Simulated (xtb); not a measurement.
CH3F5Si2, SMILES F[Si](F)(F)C[SiH](F)F. All values are semi-empirical tight-binding results from xtb (GFN2-xTB unless named), good for trends rather than for accurate numbers. The structure is a stationary point at GFN2-xTB. The structure was generated by enumeration, and PubChem lists no compound with its InChIKey, so it may never have been made. Other conformers were not sampled.

```json
{
  "orbital_gap": "6.85 eV",
  "dipole_moment": "2.14 D",
  "zero_point_energy": "31.2 kcal/mol",
  "G − E(el) at 298.15 K (modified RRHO)": "7.9 kcal/mol",
  "static polarisability (D4 model)": "83.6 bohr³",
  "solvation energy, GFN2-xTB/ALPB(water)": "0.9 kcal/mol",
  "solvation energy, GFN2-xTB/ALPB(methanol)": "-0.3 kcal/mol"
}
```
